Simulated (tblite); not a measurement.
Isomers of C5H9O2P. Computed with GFN2-xTB (tblite): harmonic, unscaled wavenumbers at the GFN2-xTB geometry, gas phase. This tight-binding method is rough: wavenumbers can miss measured ones by several per cent, in bad cases by 10 to 20. Modes of hydrogen on phosphorus can be 10 to 20 % off. One conformer each.

Electronic energies: GFN2-xTB at the same geometries; isomer energies are rough at this level and their order can be wrong.

```csv
SMILES,"electronic energy, lowest = 0 (kcal/mol)"
C=CP(C)C(=O)OC,53.6
C=C[P@@](C)(=O)C(C)=O,32.7
C=C[P@](=O)(O)C(=C)C,18.9
O=C1CC[PH](=O)CC1,0.0
```

Question: How do GFN2-xTB zero-point energies change the relative energies?

Answer: 
| SMILES | ZPE (kcal/mol) | of it from modes above 1550 cm⁻¹ | electronic (kcal/mol) | with ZPE, lowest = 0 (kcal/mol) | lowest mode (cm⁻¹) | rings |
| --- | --- | --- | --- | --- | --- | --- |
| O=C1CC[PH](=O)CC1 | 83.5 | 39.8 | 0.0 | 0.0 | 70 | 1 |
| C=C[P@](=O)(O)C(=C)C | 80.7 | 45.0 | 18.9 | 16.1 | 25 | 0 |
| C=C[P@@](C)(=O)C(C)=O | 80.3 | 44.0 | 32.7 | 29.5 | 23 | 0 |
| C=CP(C)C(=O)OC | 81.0 | 43.9 | 53.6 | 51.1 | 26 | 0 |

The zero-point energies span 3.2 kcal/mol, from `C=C[P@@](C)(=O)C(C)=O` to `O=C1CC[PH](=O)CC1`. The order is unchanged.
